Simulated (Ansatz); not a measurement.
A trace of molecular dynamics of B2F2H4OSi (10 atoms, charge 0, multiplicity 1).

The calculation used RKS PBE0-D4/STO-3G in Ansatz 0.2.0.

```yaml
ensemble: NVT, Nosé–Hoover chain
set_temperature: 1000 K
thermostat: time constant 100 fs, chain length 3 (defaults)
seed: 638378
```

| time (fs) | T (K) | potential energy less start (eV) | conserved less start (meV/atom) |
| --- | --- | --- | --- |
| 0.0 | 1000 | 0.000 | 0.00 |
| 6.2 | 489 | 0.529 | 0.05 |
| 12.5 | 598 | 0.419 | 0.02 |
| 18.8 | 504 | 0.521 | 0.05 |
| 25.0 | 670 | 0.356 | 0.03 |
| 31.2 | 455 | 0.586 | 0.04 |
| 37.5 | 366 | 0.687 | 0.04 |
| 43.8 | 724 | 0.328 | 0.01 |
| 50.0 | 403 | 0.677 | 0.04 |
| 56.2 | 523 | 0.569 | 0.03 |
| 62.5 | 493 | 0.616 | 0.05 |
| 68.8 | 710 | 0.422 | 0.03 |
| 75.0 | 721 | 0.439 | 0.04 |
| 81.2 | 568 | 0.632 | 0.06 |
| 87.5 | 937 | 0.285 | 0.03 |
| 93.8 | 657 | 0.620 | 0.07 |
| 100.0 | 671 | 0.640 | 0.05 |
| 106.2 | 557 | 0.787 | 0.07 |
| 112.5 | 857 | 0.517 | 0.05 |
| 118.8 | 729 | 0.683 | 0.07 |
| 125.0 | 739 | 0.712 | 0.07 |
| 131.2 | 934 | 0.541 | 0.06 |
| 137.5 | 674 | 0.846 | 0.09 |
| 143.8 | 941 | 0.597 | 0.06 |
| 150.0 | 488 | 1.089 | 0.10 |

Problem. Is this trajectory sound?

Solution. The conserved energy stayed within 0.12 meV per atom of its start (net change 0.1 meV per atom), so the integration is sound. The mean temperature of the second half is 26 % below the set value. A run of 0.15 ps of so small a system gives no equilibrium averages. Limits of this set-up: minimal basis. The time step was 0.25 fs.

Run time: 8.4 min on 1 CPU thread of a shared host.
